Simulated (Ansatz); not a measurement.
Sn₃F₅ (the lowest doublet isomer of a short search). The state is a doublet with charge 0. Geometry r2SCAN-D4/def2-SVP, basis def2-TZVP, Ansatz.

```xyz
8

Sn   -0.4433    1.0895    1.5895
Sn   -1.1521   -1.1412   -0.9002
Sn    1.9756   -0.0434   -0.0705
F     0.7158   -1.8932   -0.1583
F     1.0862    1.9474    0.2539
F    -1.4321    0.9590   -0.2897
F    -1.3082   -0.9452    1.2311
F     0.5583    0.0271   -1.6557
```

| run | HOMO (eV) | LUMO (eV) |
| --- | --- | --- |
| A | -4.40 | -3.55 |
| B | -4.75 | -3.38 |
| C | -5.06 | -3.13 |
| D | -5.33 | -2.86 |

In the def2 sets Sn takes a core potential; there is no spin–orbit coupling. B3LYP takes the VWN-RPA correlation. The structure comes from a short search, and lower isomers may exist.

HOMO and LUMO are taken over both spins.

Q: The runs used B3LYP, PBE, PBE0, r2SCAN. Estimate which is which.

A: A PBE (0 % exact exchange); B r2SCAN (0 % exact exchange); C B3LYP (20 % exact exchange); D PBE0 (25 % exact exchange). Exact exchange lowers occupied and raises empty levels; among semilocal functionals meta-GGAs tend to open the gap a little, and such runs are hard to tell apart. The gap grows from 0.85 eV (PBE) to 2.46 eV (PBE0).
